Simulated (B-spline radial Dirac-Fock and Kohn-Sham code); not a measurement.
**Radiative decay of the K hole in Os⁷⁺**

System: osmium as Os⁷⁺ in the configuration 1s2 2s2 2p6 3s2 3p6 3d10 4s2 4p6 4d10 4f14 5s2 5p6 5d1.

Input of the calculation (task.json; shells as n, l, electrons):

```json
{"items": [{
  "Z": 76,
  "q": 7,
  "cfg": [[1, 0, 2], [2, 0, 2], [2, 1, 6], [3, 0, 2], [3, 1, 6], [3, 2, 10], [4, 0, 2], [4, 1, 6], [4, 2, 10], [4, 3, 14], [5, 0, 2], [5, 1, 6], [5, 2, 1]],
  "A": 192,
  "rrms": 5.4126,
  "do": ["binding", "quiet", "decay"],
  "holes": ["K", "L1", "L2", "L3", "M1", "M2", "M3", "M4", "M5", "N1", "N2", "N3", "N4", "N5", "N6", "N7"]
}]}
```

Command: `python xray_run.py task.json out`

These are calculated numbers from a radial finite-basis atomic code; the model is independent-particle radiative and Coulomb Auger rates from relativistic LDA hole-state orbitals, with Dirac-Fock energies.

```
 line  multipole  energy (eV)  width (meV)  share (%)
 K-L1         M1      60892.4         12.1     0.0291
  Kα2         E1      61480.8        12100       29.1
  Kα1         E1      62994.8        20900       50.2
  Kβ3         E1      71071.1         2240       5.39
  Kβ1         E1      71405.3         4360       10.5
Kβ5''         E2      71835.9         52.4      0.126
 Kβ5'         E2      71906.9         65.5      0.157
Kβ2''         E1      73315.4          518       1.24
 Kβ2'         E1      73394.1         1010       2.43
 K-N4         E2      73574.5         13.0     0.0313
 K-N5         E2      73589.0         16.2     0.0390
 K-O2         E1      73820.4         94.5      0.227
 K-O3         E1      73834.2          186      0.447
```

The listed lines hold 100.0 % of the radiative rate. The radiative width is 41.6 eV in the length form and 42.6 eV in the velocity form; the two differ because the transition energies are not eigenvalue differences of the potential that gave the orbitals. Kα2/Kα1 is 0.580 and Kβ/Kα is 0.259.
